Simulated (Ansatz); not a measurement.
Ansatz (a quantum-chemistry and plane-wave program) input (CCSD(T)/def2-SVPD):

Ansatz 0.2 input:
```yaml
crystal:
  periodic: [false, false, false]
  atoms:
    - {symbol: Si, position_ang: [0.04723359, -0.02930386, 0.99259502]}
    - {symbol: I, position_ang: [1.12228249, 1.76295077, -0.13286679]}
    - {symbol: I, position_ang: [-1.13475929, -1.75521013, -0.12932812]}
basis:
  gaussian:
    orbitals: def2-SVPD
total_charge: 1
magnetization: {spin_polarized: true, initial_magnetization: 1}
correlation: {method: ccsd_t, electrons: outside_noble_gas}
```

Output:

```
Functional definition: HF
integrals: 0.21 GiB planned
1114 factors; integrals over basis functions are off by at most 3.0e-4 eV
mean field: 0.63 GiB planned
mean field evaluation 1: about -23995.9146 eV, gradient 1.3e1 eV
mean field evaluation 2: about -23995.9693 eV, gradient 1.3e1 eV
mean field evaluation 4: about -23997.5580 eV, gradient 1.9e0 eV
mean field evaluation 8: about -23997.6623 eV, gradient 3.4e-1 eV
mean field evaluation 16: about -23997.6679 eV, gradient 1.9e-6 eV
mean field evaluation 32: about -23990.1295 eV, gradient 1.5e1 eV
mean field evaluation 64: about -23995.3901 eV, gradient 3.3e-2 eV
mean field evaluation 96: about -23993.4276 eV, gradient 8.1e0 eV
mean field -23997.66786773 eV, -881.8980279355 hartree, gradient 1.9e-6 eV, S^2 0.775581; 3 other end points of the search recorded, 0 dependent functions left out
determinant -23997.66786773 eV, -881.8980279355 hartree, with singles and doubles -24005.64453008 eV, -882.1911648701 hartree
determinant -23995.44545692 eV, -881.8163558447 hartree, with singles and doubles -24003.84353061 eV, -882.1249793606 hartree
determinant -23995.39012965 eV, -881.8143226050 hartree, with singles and doubles -24003.70999795 eV, -882.1200721258 hartree
determinant -23995.29678480 eV, -881.8108922452 hartree, with singles and doubles -24003.35360515 eV, -882.1069749319 hartree
23 core orbitals not correlated
reference -23997.66786773 eV, -881.8980279355 hartree; 9, 8 occupied and 62, 63 virtual orbitals, 1114 factors
second order -7.25062216 eV of doubles, -0.00000000 eV of singles
coupled cluster: 0.38 GiB planned
cycle   1  -7.98226443 eV  change   -2.0e-1 eV  update   1.8e-2
cycle   2  -7.99559386 eV  change   -1.3e-2 eV  update   5.1e-3
cycle   3  -7.99621744 eV  change   -6.2e-4 eV  update   2.2e-3
cycle   4  -7.99755627 eV  change   -1.3e-3 eV  update   1.2e-3
cycle   5  -7.99780095 eV  change   -2.4e-4 eV  update   7.4e-4
cycle   6  -7.99834946 eV  change   -5.5e-4 eV  update   3.2e-4
cycle   7  -7.99834016 eV  change    9.3e-6 eV  update   1.1e-4
cycle   8  -7.99833467 eV  change    5.5e-6 eV  update   4.1e-5
cycle   9  -7.99831908 eV  change    1.6e-5 eV  update   1.6e-5
cycle  10  -7.99831448 eV  change    4.6e-6 eV  update   6.7e-6
perturbative correction -0.36930501 eV, -0.0135717086 hartree
Total energy: -24006.03548721 eV, -882.2055322798 hartree
```
